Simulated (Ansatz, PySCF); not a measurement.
F₂HIOSi, SMILES O[Si](F)(F)I. Atoms are numbered in the order given.

```xyz
6

O      1.5778    -1.6631     0.0000
Si     0.0186    -1.1797     0.0000
F     -0.7670    -1.7613     1.2797
F     -0.7670    -1.7613    -1.2797
I     -0.0511     1.2297     0.0000
H      1.7678    -2.6107     0.0000
```

The structure is a stationary point at B3LYP-D3(BJ)/def2-SVP. The def2 effective core potentials stand for the cores of I; spin–orbit coupling is left out. Other conformers were not sampled.

Two levels are set side by side: PBE-D3(BJ)/def2-SVP (Ansatz, a program for electronic structure) and B3LYP-D3(BJ)/def2-SVP (Ansatz). Each level has its own optimised geometry; the coordinates shown are those of the second. Frequencies come from the Hessian of PySCF at each geometry. Differences are taken from unrounded values.

```csv
quantity,B3LYP-D3(BJ)
mean bond length (Å),1.646
bond O1–Si2 (Å),1.632
bond Si2–F3 (Å),1.610
bond Si2–F4 (Å),1.610
bond Si2–I5 (Å),2.410
bond O1–H6 (Å),0.966
highest harmonic wavenumber (cm⁻¹),3853
mean harmonic wavenumber (cm⁻¹),770
zero-point energy (kcal/mol),13.21
```

**Question.** What does PBE-D3(BJ) give, and how far is it from B3LYP-D3(BJ)? (An estimate is asked for; the answer gives what the named calculation found.)

**Answer.** 
| quantity | PBE-D3(BJ) | PBE-D3(BJ) minus B3LYP-D3(BJ) |
|---|---|---|
| mean bond length (Å) | 1.656 | 0.010 |
| bond O1–Si2 (Å) | 1.647 | 0.015 |
| bond Si2–F3 (Å) | 1.623 | 0.013 |
| bond Si2–F4 (Å) | 1.623 | 0.013 |
| bond Si2–I5 (Å) | 2.412 | 0.001 |
| bond O1–H6 (Å) | 0.975 | 0.009 |
| highest harmonic wavenumber (cm⁻¹) | 3743 | -110 |
| mean harmonic wavenumber (cm⁻¹) | 749 | -21 |
| zero-point energy (kcal/mol) | 12.85 | -0.36 |

Exact exchange shortens and stiffens bonds; PBE has none. Differences between two approximate levels are no errors against the true value.
